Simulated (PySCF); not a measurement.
# Checking a proposed structure

A compound C$_{5}$H$_{11}$NO gives the data below (simulated from a calculation) and was assigned the structure `CC(=O)NC(C)C`.

13C{1H} NMR (computed): δ 161.2 (CH), 50.0 (C), 29.5 (CH3, 3C).

1H NMR (600 MHz, computed): δ 7.98 (d, J = 1.8 Hz, 1H), 4.08 (br, 1H), 1.37 (s, 9H).

No relativistic terms, one averaged value for each set of equivalent atoms, gas phase, single conformer. J: B3LYP/pcJ-1 (spin–dipole term only in couplings to heteroatoms); structure optimised with PBE0-D3(BJ)/def2-SVP; PBE0/pcSseg-1 with gauge-including orbitals; PySCF 2.14.

Chemical shifts δ = σref − σ; 1H, 13C vs TMS, all at this level.

(1) Compare with the shifts computed for the proposed structure, pairing carbons in order of shift.

(2) Which isomer fits?

Answers

(1) Numbering as in the mapped SMILES `[CH3:1][C:2](=[O:3])[NH:4][CH:5]([CH3:6])[CH3:7]`. Each H is labelled by its parent atom.

```tsv
atom	computed for proposal	given list	difference
C2	166.7	161.2	+5.5
C5	38.6	50.0	-11.4
C6	24.9	29.5	-4.6
C7	24.9	29.5	-4.6
C1	23.8	29.5	-5.7
```

The rms difference is 6.9 ppm and the largest -11.4 ppm at C5 (sp3 CH bonded to N). The proposal also would give 4 carbon signals, not 3. The carbon types in order of shift don't match either: C, CH, CH3, CH3, CH3 for the proposal against CH, C, CH3, CH3, CH3 in the data. The proposal doesn't fit.

(2) `CC(C)(C)NC=O`.

1. Carbon types of the structure: 1 × C, 1 × CH, 3 × CH3, leaving 1 H on heteroatoms.
2. δC 161.2: amide carbonyl carbon; it is a carbonyl in resonance with an O or N lone pair, the region of acids, esters and amides.
3. δC 50.0: fully substituted sp3 carbon bonded to N; deshielded by the electronegative neighbour.
4. δC 29.5: methyl carbon; saturated and bonded to C and H only.
5. δH 4.08: hydrogen on an amide-type nitrogen; exchangeable, gas-phase position.

Other isomers checked: CC(C)(C)C(N)=O (rms 9.3 ppm).

The data come from this structure; uniqueness wasn't tested.

Exchangeable OH/NH protons stand at their gas-phase positions; hydrogen bonding in a real sample shifts them, mostly to higher δ. Amide-type NH protons are broadened by 14N but still split neighbouring CH signals. Splittings below 1 Hz are ignored in the labels, and close J values are merged. Shifts are as computed. Against solution values, carbons near 30 ppm lie about +2 ppm off and those near 130 ppm about +5 ppm. Of 1211 compounds with measured shifts, 218 miss one by over three times the rms of a fit or turn the order of signals round; such compounds aren't used in these exercises. Hydrogen bonding in solution deshields acid and N–H amide carbonyl carbons by as much as 10 ppm beyond these values. 3J across rotatable bonds or in flexible rings reflects this conformer alone.
